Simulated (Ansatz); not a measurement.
Consider the ligand exchange at the Si–C bond: `C#C[Si](F)(F)F` + `O[Si](Cl)(Cl)Cl` → `F[Si](F)(F)O[Si](Cl)(Cl)Cl` + `C#C`.

Program: Ansatz. Geometries: PBE0-D4/def2-TZVP. ΔE: electronic, gas phase. CCSD(T)/CBS adds triple-zeta CCSD(T) − MP2 to the extrapolated MP2 energy (def2 sets, frozen cores). This one scheme is used for every species. Functionals use def2-TZVPP. B3LYP here is the variant with VWN-RPA as its local correlation; programs differ in this. HSE06 is defined as in plane-wave codes. Each species was taken in one conformer, which may not be the lowest.

| level | ΔE (kJ/mol) | difference from CCSD(T)/CBS |
| --- | --- | --- |
| PBE-D4 | -70.6 | 15.8 |
| B3LYP-D4 | -88.5 | -2.1 |
| HSE06-D4 | -79.5 | 6.9 |
| BHLYP-D4 | -99.0 | -12.6 |
| CAM-B3LYP-D4 | -92.2 | -5.8 |
| ωB97M-V | -84.8 | 1.6 |
| B2PLYP | -82.4 | 4.0 |
| PBE-QIDH | -82.4 | 4.0 |
| PBE | -64.9 | 21.5 |
| BLYP | -71.8 | 14.6 |
| HSE06 | -74.0 | 12.4 |
| CAM-B3LYP | -86.0 | 0.4 |
| LC-ωPBE | -80.8 | 5.6 |
| MP2/def2-TZVPP | -83.5 | 2.9 |
| HF/def2-QZVPP | -104.2 | -17.8 |
| MP2/CBS(def2) | -83.8 | 2.6 |
| CCSD(T)/CBS | -86.4 | 0 |

Largest T1 diagnostic among the species: 0.013.

In def2-TZVPP, CCSD(T) changes the Hartree–Fock value by +15.4 kJ/mol (the triples alone add +3.4 kJ/mol) and MP2 by +18.0 kJ/mol. The D4 term adds −8.8 kJ/mol with B3LYP and −5.6 kJ/mol with PBE0; it sums over pairs of atoms, weighted by their polarisabilities, and B3LYP, whose exchange is more repulsive, gets the larger term.
